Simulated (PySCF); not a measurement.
## Structure elucidation problem

The spectra below were simulated for a compound C5H5F3Si.

¹H NMR (600 MHz, computed): δ 7.45 (m, 1H), 6.88 (m, 1H), 6.84 (m, 1H), 3.27 (m, 2H).

¹³C{¹H} NMR (computed): δ 162.6, 142.9, 139.9, 135.5, 48.3.

[PySCF 2.14: geometry: GFN2-xTB; shielding tensors at PBE0/pcSseg-1 (GIAO); no relativistic terms; one conformer; rapidly exchanging positions averaged; gas phase]

δ = σ(ref) − σ, references computed at the same level: ¹H (σ = 31.72 ppm), ¹³C (σ = 186.93 ppm) vs TMS.

**Question.** Which of these isomers gave the spectra?
A. C#CC(=C)[SiH2]C(F)(F)F
B. C=CCC#C[Si](F)(F)F
C. F[Si](F)(F)C1=CCC=C1

**Answer.** C. 

- The formula gives 3 degrees of unsaturation (1 ring in the answer).
- 5 carbon signals for 5 carbons: no two carbons are equivalent.
- Carbon types of the structure: 1 × C, 3 × CH, 1 × CH2, which accounts for all hydrogens.
- δC 162.6, 142.9, 139.9: alkene CH; as expected for a trigonal carbon in a double bond.
- δC 135.5: fully substituted alkene carbon; the olefinic region.
- δC 48.3: allylic sp3 CH2; aliphatic region, no heteroatom directly attached.
- δH 7.45, 6.88, 6.84: hydrogen on an alkene CH; a vinylic proton, deshielded by the sp2 carbon and the C=C anisotropy.
- δH 3.27: hydrogen on an allylic sp3 CH2.

The others: C#CC(=C)[SiH2]C(F)(F)F has carbons computed at 156.4, 139.5, 124.4, 92.5, 87.0, with a different DEPT pattern; C=CCC#C[Si](F)(F)F has carbons computed at 139.1, 126.8, 114.5, 75.2, 28.5, with a different DEPT pattern.

Splittings by ¹⁹F in the carbon and heteronuclear signals aren't shown, as no couplings were computed. Shifts are as computed. Against solution values, carbons near 30 ppm lie about +3 ppm off and those near 130 ppm about +5 ppm. Of 1211 compounds with measured shifts, 218 miss one by over three times the rms of a fit or turn the order of signals round; such compounds aren't used in these exercises. No couplings were computed; multiplicities are counted from neighbouring protons, with m where these are inequivalent, close in shift, in a saturated or five-membered ring or joined by F or P, and br s for small geminal =CH2 splittings.
